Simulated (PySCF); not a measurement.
In(OH)(SiH3)2 (H7InOSi2), SMILES [OH][In]([SiH3])[SiH3]. The structure is a stationary point at PBE-D3(BJ)/def2-SVP. The structure was generated by enumeration; whether it is a known compound was not checked. The def2 effective core potentials stand for the cores of In; spin–orbit coupling is left out. The values are those of a single conformer.

Task: Give the equilibrium geometry at PBE-D3(BJ)/def2-SVP (PySCF confirms it by a frequency run) as a Z-matrix. (Estimate from the structure and the level; the computed values follow.)

Result: This is not unique; one that fits is 
```
In
O 1 2.0386
H 2 0.9766 1 111.81
Si 1 2.5929 2 108.26 3 179.69
H 4 1.5041 1 111.42 2 3.14
H 4 1.5076 5 108.66 1 -121.95
H 4 1.5078 5 108.62 6 -116.54
Si 1 2.6053 2 117.03 3 -0.25
H 8 1.5074 1 112.10 2 2.34
H 8 1.5076 9 108.11 1 -121.97
H 8 1.5077 9 108.06 10 -116.30
```
Charge 0, spin multiplicity 1.
